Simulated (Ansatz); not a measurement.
Caution, from a PySCF single point (PBE0-D3(BJ)/def2-TZVPD) at this geometry: the highest occupied level lies above zero, so the state may not be bound. This triplet is an excited state, 1.88 eV above the relaxed singlet at the level frozen-core CCSD(T)/aug-cc-pVTZ // PBE0-D3(BJ)/def2-TZVPD (Ansatz, a quantum-chemistry and plane-wave program).

A geometry relaxed with PBE0-D3(BJ)/def2-TZVPD (Ansatz), charge -1, multiplicity 3:

```xyz
3

Cl    -1.8361    -0.4107     0.0000
Al    -0.0014     0.8150     0.0000
Cl     1.8375    -0.4043     0.0000
```

Q: Write the SMILES of this molecule.

A: `[Cl][Al-][Cl]`
